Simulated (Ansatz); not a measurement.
Ansatz (a quantum-chemistry and plane-wave program) input (B3LYP/6-31G*):

Ansatz 0.2 input:
```yaml
crystal:
  periodic: [false, false, false]
  atoms:
    - {symbol: Na, position_ang: [-0.00000000, -0.00000000, -0.85041468]}
    - {symbol: F, position_ang: [0.00000000, 0.00000000, 1.03939572]}
basis:
  gaussian:
    orbitals: 6-31G*
hamiltonian:
  xc: {name: B3LYP}
phonons: {temperatures: {t_min: 298.15, t_max: 298.15, t_step: 100}}
```

Which harmonic wavenumbers does it give?

568 cm⁻¹ (unscaled; negative means imaginary).
